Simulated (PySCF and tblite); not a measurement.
Values are calculated unless marked as measured or tabulated.
5 constitutional isomers of C₄HFN₂O:

| isomer | SMILES |
| --- | --- |
| A | [N:1]#[C:2][c:3]1[cH:4][n:5][c:6]([F:7])[o:8]1 |
| B | [CH:1]#[C:2][c:3]1[n:4][o:5][c:6]([F:7])[n:8]1 |
| C | [N:1]#[C:2][c:3]1[cH:4][c:5]([F:6])[n:7][o:8]1 |
| D | [N:1]#[C:2][c:3]1[cH:4][n:5][o:6][c:7]1[F:8] |
| E | [N:1]#[C:2][C:3]([F:4])([C:5]#[N:6])[CH:7]=[O:8] |

Protocol: conformer search, at most 6 conformers an isomer, GFN2-xTB geometries, energies PBE0/pcSseg-1 (D3(BJ) added where defined), weights at 298.15 K with GFN2-xTB thermal terms. Programs: PySCF with density fitting and tblite.

Q: Rank the isomers by free energy at 298.15 K.

A: 
```
isomer  ΔG (kcal/mol)  ΔE, lowest conformer  conformers  largest weight %  rms dipole (D)
     A            0.0                   0.0           1               100            1.81
     D           24.8                  25.1           1               100            1.51
     E           27.5                  31.8           2                63            2.75
     C           28.1                  28.3           1               100            2.61
     B           51.2                  52.2           1               100            1.18
```
